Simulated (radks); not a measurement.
Spherical jellium clusters: N electrons in a uniform positive sphere of charge N and radius rs N^(1/3), rs = 5.26 bohr. Level of theory: non-relativistic Kohn-Sham, PBEsol, spin-polarised, spherical densities (a radial shooting solver with Libxc functionals). Levels are named by radial order and angular momentum (1s, 1p, 1d, 2s, ...), and open shells are averaged over m. Each electron was tried in the lowest free levels, single moves between levels near the top were tried too, and the lowest total energy was kept; such a search can miss a lower state. The series stops at N = 10: beyond it a trial failed or the search could not be trusted, so later rows were left out. Energies include the self-energy of the background; IP and EA are vertical (highest electron removed, lowest free level filled), at fixed background; spill-out counts the electrons outside the background radius R, and alpha is the static dipole polarisability from linear response (closed shells only). A dash means not computed or, for alpha, an open shell; in EA it means that no bound solution was reached, which is typical of self-interaction and does not show that the anion is unstable. Real open-shell clusters deform, which this model forbids.

N	open shells	2S	E/N (eV)	E(N+1) + E(N-1) - 2E(N) (eV)	IP (eV)	EA (eV)	-e(HOMO) (eV)
1	1s(up 1, down 0)	1	-1.406	-	-	-	2.527
2	none	0	-1.640	0.605	4.182	-	2.551
3	1p(up 1, down 0)	1	-1.516	-0.475	3.288	-	1.921
4	1p(up 2, down 0)	2	-1.572	-0.290	3.644	-	2.272
5	1p(up 3, down 0)	3	-1.664	0.346	3.816	-	2.486
6	1p(up 3, down 1)	2	-1.668	-0.299	3.373	-	2.214
7	1p(up 3, down 2)	1	-1.714	-0.188	3.609	1.321	2.438
8	none	0	-1.771	0.719	3.739	-	2.587
9	1d(up 1, down 0)	1	-1.736	-0.192	2.969	-	1.916
10	1d(up 2, down 0)	2	-1.727	-	3.134	1.089	2.091

All shells are closed at N = 2, 8 (there: 1s2 1p6); the second difference of the energy has clear peaks (12 % above both neighbours; the first and last values, which can be the largest, are not judged, and half-filled shells can peak too) at N = 5, 8.
